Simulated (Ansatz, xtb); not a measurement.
GeH7NOSi2: which of two structures lies lower

We compare a, a singlet given by its coordinates, with b, `[SiH3]O[SiH2][NH][GeH]`, a singlet. Both are isolated molecules in the gas phase, relaxed with PBE0-D4/def2-SVP; the shapes shown needn't be the lowest conformers.

a (Å):

```tsv
atom	x (Å)	y (Å)	z (Å)
Ge	0.5235	1.6171	1.2568
N	-0.8883	0.5813	-0.0768
O	1.3585	-0.8206	-0.7980
Si	-0.0149	-0.2224	-1.4497
Si	2.0975	-0.1644	0.6094
H	-1.5302	1.3163	-0.3787
H	-1.4304	-0.0608	0.5038
H	0.1658	0.8550	-2.4567
H	-0.8523	-1.3312	-1.9814
H	2.2642	-1.3292	1.5393
H	3.4827	0.2759	0.2435
H	1.0215	2.3810	-0.0611
```

Close contacts (Å): Ge1–N2 2.20, Ge1–Si5 2.46, N2–Si4 1.81, O3–Si4 1.63, O3–Si5 1.72, Ge1–H12 1.60, N2–H6 1.02, N2–H7 1.02, Si4–H8 1.49, Si4–H9 1.49, Si5–H10 1.50, Si5–H11 1.50.

b (Å):

| atom | x (Å) | y (Å) | z (Å) |
| --- | --- | --- | --- |
| Ge | -1.9173 | -0.1892 | 0.8425 |
| N | -0.3901 | -0.9886 | 0.1967 |
| O | 1.0624 | -0.0411 | 2.3157 |
| Si | 0.4616 | 0.2634 | 3.8321 |
| Si | 1.1667 | -1.0095 | 0.9879 |
| H | 1.6066 | 0.3615 | 4.7851 |
| H | -0.2855 | 1.5521 | 3.8230 |
| H | -0.4437 | -0.8420 | 4.2709 |
| H | 1.5373 | -2.3995 | 1.3952 |
| H | 2.2232 | -0.4715 | 0.0840 |
| H | -0.4513 | -1.4628 | -0.7022 |
| H | -2.7881 | -0.6248 | -0.4316 |

Question: Estimate E(b) − E(a) at the level CCSD(T)/def2-SVP + ΔMP2/def2-TZVPP.

Answer: CCSD(T)/def2-SVP + ΔMP2/def2-TZVPP gives E(b) − E(a) = +0.064 eV, slightly favouring structure a, which is too small a margin to settle the true order.

The same difference at several levels:

```csv
level,geometry,E(b) − E(a) (eV),departure from the last row (eV),"job, with rough time for the two"
PBE0-D4/def2-SVP,PBE0-D4/def2-SVP,+0.344,+0.281,"optimisation, 4.5 min"
HF/def2-SVP,PBE0-D4/def2-SVP,−0.244,−0.308,part of the CCSD(T) run
MP2/def2-SVP,PBE0-D4/def2-SVP,+0.082,+0.018,part of the CCSD(T) run
CCSD(T)/def2-SVP,PBE0-D4/def2-SVP,+0.065,+0.001,single point
CCSD(T)/def2-SVP + ΔMP2/def2-TZVPP,PBE0-D4/def2-SVP,+0.064,,"single point, 88 s"
```

HF/def2-SVP puts the two in the other order. The largest departure from CCSD(T)/def2-SVP + ΔMP2/def2-TZVPP is that of HF/def2-SVP, 0.308 eV. Levels run at GFN2-xTB geometries aren't shown. The last row adds to CCSD(T) the change of the MP2 difference between the two basis sets, here −0.001 eV.

With thermal terms from frequencies at re-optimised GFN2-xTB minima (ideal gas, soft modes damped towards free rotors, one conformer each, 298.15 K, 1 atm): on the last row, ΔE + ΔZPE = −0.068, ΔH = −0.048, ΔG = −0.112 eV.

The correlated steps freeze 21 core orbitals; the filled d shell of Ge is correlated, in a basis made for valence electrons. Codes used: Ansatz 0.2.0, xtb 6.7.1; the last row on 2 threads of Arm Neoverse V2 on a shared host.
